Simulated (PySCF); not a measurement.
HIn, triplet, geometry from GFN2-xTB (such geometries of metal compounds can be far from the true shape) (the spin is typed, not shown lowest) (core potentials on In).

The PySCF input:
```python
from pyscf import gto, scf, dft

mol = gto.M(
    atom='''
In   -0.000000   -0.000000   -0.039441
H     0.000000    0.000000    1.932616
''',
    basis='def2-tzvp',
    ecp={'In': 'def2-tzvp'},
    charge=0,
    spin=2,
    verbose=4,
)

mf = dft.UKS(mol)
mf.xc = 'm062x'
mf.kernel()
mf.analyze()
```

### Question
What does this run give for the nuclear repulsion energy, <S^2>, total energy, dipole moment, number of basis functions?

### Answer

```json
{
  "nuclear_repulsion_energy": "5.6351 Eh",
  "<S^2>": "2.015",
  "total_energy": "-190.5634 Eh",
  "dipole_moment": "0.49 D",
  "number_of_basis_functions": "56"
}
```

These values belong to the state on which the SCF converged, which isn't shown to be the lowest.
